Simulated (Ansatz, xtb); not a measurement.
# Two isomers of C2H7GeNO

Structure X is `N[C@@]1([GeH3])CO1`, a singlet and structure Y is `N[C@@H]1O[C@H]1[GeH3]`, a singlet. Both are isolated molecules in the gas phase, relaxed with PBE0-D3(BJ)/def2-SVP; the shapes shown needn't be the lowest conformers.

X (Å):

```xyz
12

C    -0.6896    0.1485   -0.6908
C    -0.3420   -0.0134    0.7367
Ge    0.0470   -1.0753   -2.0463
N    -1.1763    1.3672   -1.2389
O    -1.5768   -0.4705    0.2112
H    -0.4289    1.9091   -1.6661
H    -1.6314    1.9377   -0.5275
H     0.7247   -2.2543   -1.3273
H    -1.0944   -1.5798   -2.9397
H     1.0878   -0.3323   -2.9086
H    -0.4074    0.8676    1.3900
H     0.3522   -0.7941    1.0761
```

Y (Å):

| atom | x (Å) | y (Å) | z (Å) |
| --- | --- | --- | --- |
| C | 0.3629 | -0.3443 | -0.2396 |
| C | -0.9192 | -0.4256 | -0.9529 |
| Ge | -1.9316 | 1.1662 | -1.4652 |
| N | 1.2966 | -1.3937 | -0.4108 |
| O | -0.8207 | -0.6713 | 0.4435 |
| H | 2.0016 | -1.3895 | 0.3226 |
| H | 1.7774 | -1.3128 | -1.3033 |
| H | 0.7411 | 0.6577 | 0.0297 |
| H | -1.0613 | -1.3388 | -1.5500 |
| H | -1.7544 | 1.4485 | -2.9701 |
| H | -3.4236 | 0.9476 | -1.1632 |
| H | -1.4101 | 2.3607 | -0.6479 |

Quicker runs give these differences E(Y) − E(X): GFN2-xTB +8.28 kJ/mol; HF/STO-3G +0.16 kJ/mol (at GFN2-xTB geometries); r2SCAN-D4/def2-SVP −3.08 kJ/mol (at GFN2-xTB geometries).

Task: Which of the two would you expect CCSD(T)/def2-SVP + ΔMP2/def2-TZVPP electronic energies to favour?

Result: Too close to call at this level: CCSD(T)/def2-SVP + ΔMP2/def2-TZVPP gives E(Y) − E(X) = −3.51 kJ/mol.

Level by level:

```
                             level              geometry  E(Y) − E(X) (kJ/mol)  departure from the last row (kJ/mol)  job, with rough time for the two
                          GFN2-xTB              GFN2-xTB                   +8.28                                +11.80              optimisation, 0.56 s
                         HF/STO-3G              GFN2-xTB                   +0.16                                 +3.67                 single point, 2 s
                r2SCAN-D4/def2-SVP              GFN2-xTB                   −3.08                                 +0.43                single point, 10 s
              PBE0-D3(BJ)/def2-SVP  PBE0-D3(BJ)/def2-SVP                   −4.39                                 −0.88             optimisation, 3.3 min
                       HF/def2-SVP  PBE0-D3(BJ)/def2-SVP                   −8.18                                 −4.66           part of the CCSD(T) run
                      MP2/def2-SVP  PBE0-D3(BJ)/def2-SVP                   −3.01                                 +0.50           part of the CCSD(T) run
                  CCSD(T)/def2-SVP  PBE0-D3(BJ)/def2-SVP                   −3.51                                 +0.01                      single point
CCSD(T)/def2-SVP + ΔMP2/def2-TZVPP  PBE0-D3(BJ)/def2-SVP                   −3.51                                                   single point, 2.4 min
```

As drawn, both hold the same kinds of bond in the same numbers.

The largest departure from CCSD(T)/def2-SVP + ΔMP2/def2-TZVPP is that of GFN2-xTB, 11.80 kJ/mol. The last row adds to CCSD(T) the change of the MP2 difference between the two basis sets, here −0.01 kJ/mol.

With thermal terms from frequencies at re-optimised GFN2-xTB minima (ideal gas, soft modes damped towards free rotors, one conformer each, 298.15 K, 1 atm): on the last row, ΔE + ΔZPE = −3.60, ΔH = −3.21, ΔG = −5.38 kJ/mol.

The correlated steps freeze 13 core orbitals; the filled d shell of Ge is correlated, in a basis made for valence electrons. Programs: Ansatz 0.2.0, xtb 6.7.1; the last row on 2 threads of AMD EPYC (Zen 3) on a shared host.
